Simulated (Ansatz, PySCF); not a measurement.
This singlet lies 2.37 eV below the relaxed triplet at the level frozen-core CCSD(T)/cc-pVTZ // B3LYP-D3(BJ)/def2-TZVP (Ansatz, an electronic-structure program).

**CFGeN, SMILES `N#[C][Ge][F]` (lower singlet) (charge 0, multiplicity 1)**

These are PBE-D3(BJ)/def2-TZVP // B3LYP-D3(BJ)/def2-TZVP (PySCF) values and carry that method's errors.

```
Quantity                             Result
-------------  ----------------------------
HOMO                               -7.53 eV
dipole moment                        3.57 D
HOMO–LUMO gap                       3.04 eV
LUMO                               -4.49 eV
total energy                  -2269.2818 Ha
cost           very roughly 18 core-seconds
```

```xyz
4

N     -1.9128    -0.2337    -0.3441
C     -0.8423     0.0474    -0.0101
Ge     0.8997     0.7976     0.6631
F      1.8554    -0.6113     0.2302
```
Charge 0, spin multiplicity 1.
